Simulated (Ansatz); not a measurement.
An input meant for B5H8Br⁻, that is nido-B5H9 (Br for H, site a on B) with one electron more (charge -1, doublet; atoms displaced at random, 0.03 Å in each coordinate).

```yaml
crystal:
  periodic: [false, false, false]
  atoms:
    - {symbol: B, position_ang: [-1.191078, 0.461452, 0.018053]}
    - {symbol: B, position_ang: [0.254658, 0.636059, 0.980472]}
    - {symbol: B, position_ang: [-0.289857, -0.912849, 0.575966]}
    - {symbol: B, position_ang: [-0.293914, -0.666016, -1.148716]}
    - {symbol: B, position_ang: [1.164997, -0.438438, -0.198618]}
    - {symbol: Br, position_ang: [0.734743, 1.349305, 2.753322]}
    - {symbol: H, position_ang: [-2.350901, 0.754978, 0.222322]}
    - {symbol: H, position_ang: [-0.617500, -1.875310, 1.146449]}
    - {symbol: H, position_ang: [-0.620924, -1.312070, -1.992157]}
    - {symbol: H, position_ang: [2.295067, -0.951771, -0.130565]}
    - {symbol: H, position_ang: [-0.452883, 1.584566, 0.340118]}
    - {symbol: H, position_ang: [1.370384, 0.849480, 0.140999]}
    - {symbol: H, position_ang: [0.879397, -0.090162, -1.425321]}
    - {symbol: H, position_ang: [-0.917655, 0.658704, -1.294145]}
basis:
  gaussian: {orbitals: def2-mTZVPP, fitting: {mean_field: cc-pVTZ-jkfit}}
total_charge: -1
magnetization: {spin_polarized: true, initial_magnetization: 1}
hamiltonian: {xc: {name: PBE1PBE}, dispersion: d3bj}
scf: {omitted_lower_state_checks: [starts]}
```

```sh
$ ansatz run in.yaml --threads 4 --pin off --events-out ev --progress --plain --max-ram 4787MiB
```

Shortened log:

```
Error: YAML parse error: error: line 22 column 19: hamiltonian.xc: no functional is named "PBE1PBE"; the names, which are not case-sensitive, are SVWN5, SPW92, PBE, PBE0, PBEsol, revPBE, revPBE0, RPBE, rPW86-PBE, HSE06, wPBEh, LC-wPBE, HISS, HF, BLYP, B3LYP, B3LYP5, BHLYP, CAM-B3LYP, r2SCAN, r2SCANh, r2SCAN0, r2SCAN50, m-r2SCAN, B97, wB97, wB97X, wB97X-V, B97M-V, wB97M-V, B2PLYP, B2GP-PLYP, PBE0-DH, PBE-QIDH
  --> <input>:22:19
   |
20 | total_charge: -1
21 | magnetization: {spin_polarized: true, initial_magnetization: 1}
22 | hamiltonian: {xc: {name: PBE1PBE}, dispersion: d3bj}
   |                   ^ hamiltonian.xc: no functional is named "PBE1PBE"; the names, which are not case-sensitive, are SVWN5, SPW92, PBE, PBE0, PBEsol, revPBE, revPBE0, RPBE, rPW86-PBE, HSE06, wPBEh, LC-wPBE, HISS, HF, BLYP, B3LYP, B3LYP5, BHLYP, CAM-B3LYP, r2SCAN, r2SCANh, r2SCAN0, r2SCAN50, m-r2SCAN, B97, wB97, wB97X, wB97X-V, B97M-V, wB97M-V, B2PLYP, B2GP-PLYP, PBE0-DH, PBE-QIDH
23 | scf: {omitted_lower_state_checks: [starts]}
   |
```

(1) Something in this input is off. What?

## Answers

(1) The method's name isn't one that the program takes here. The program refused the input.
